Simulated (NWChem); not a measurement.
Molecule: GeH$_{2}$SO, singlet; SMILES [OH][Ge][SH]

```xyz
5

Ge    -0.4306    -0.5444     0.0000
O      1.1967    -1.2693     0.0000
H      1.9534    -0.6699     0.0000
S      0.2071     1.6340     0.0000
H     -1.0611     2.0993     0.0000
```
Atoms are numbered in this order, from 1.

All runs: NWChem. Low-valent species are run as closed-shell singlets; no triplet was tried in these runs. Coordinates come from a PBE0/def2-SVP optimisation. Level M06-L/def2-SVP: energy and gradient on several grids; changes count from the extra-fine grid, which is no exact limit either.

```csv
grid,size of the energy change (μHa),largest change of a gradient component (μHa/bohr)
xcoarse,1000,8000
coarse,100,800
medium,40,300
fine,< 10,200
xfine,< 10,< 30
```
